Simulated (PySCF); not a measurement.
Species: HfCl₄ (singlet state).
Cartesian coordinates in Å at the PBE0-D3(BJ)/def2-SVP level; atoms count from 1:
```xyz
5
HfCl4 angstrom
Hf    -0.0123    0.0027    0.0194
Cl    -0.0503   -0.0409    2.3489
Cl     2.1891    0.0054   -0.7137
Cl    -1.0674    1.9095   -0.7949
Cl    -1.0591   -1.8768   -0.8597
```

The calculation used TDDFT PBE0/def2-SVPD, vertical, gas phase, core orbitals frozen in the response, def2 core potentials past Kr in PySCF 2.14.0, density-fitted response routines. Spin–orbit coupling is left out.

Transition dipole moments from the ground state, in atomic units and in the frame of the coordinates above (overall signs are arbitrary), for the states with f of 0.002 or more among the lowest 10:

| state | E (hartree) | μx | μy | μz |
| --- | --- | --- | --- | --- |
| S4 | 0.2263 | 0.069 | -0.022 | 0.428 |
| S5 | 0.2265 | 0.010 | -0.443 | -0.025 |
| S6 | 0.2266 | -0.446 | -0.014 | 0.067 |
| S10 | 0.2448 | -0.007 | -0.111 | 0.301 |

(1) Work out the oscillator strengths.

(2) Which bond between heavy atoms lies closest to the direction of the S6 transition dipole?

(3) What angle do the transition dipoles of S4 and S6 make?

(4) How is the summed strength of these states shared among x, y and z?

## Answers

(1) f = (2/3) ΔE |μ|² with ΔE in hartree (27.2114 eV).

```csv
state,|μ|² (au),|μ| (D),f
S4,0.188,1.10,0.028
S5,0.197,1.13,0.030
S6,0.204,1.15,0.031
S10,0.103,0.81,0.017
```

(2) Hf1–Cl3, at 10° from it; next Hf1–Cl5 at 66°.

(3) |cos θ| = |μa·μb| / (|μa| |μb|) = 0.01, so θ ≈ 90° (taken between 0 and 90°, since the signs are arbitrary).

(4) (2/3) Σ ΔE μα² gives 0.031 for x, 0.032 for y and 0.043 for z, 0.106 in all.

The run took 16 s wall on one thread of an Arm Neoverse V1, on a shared host.
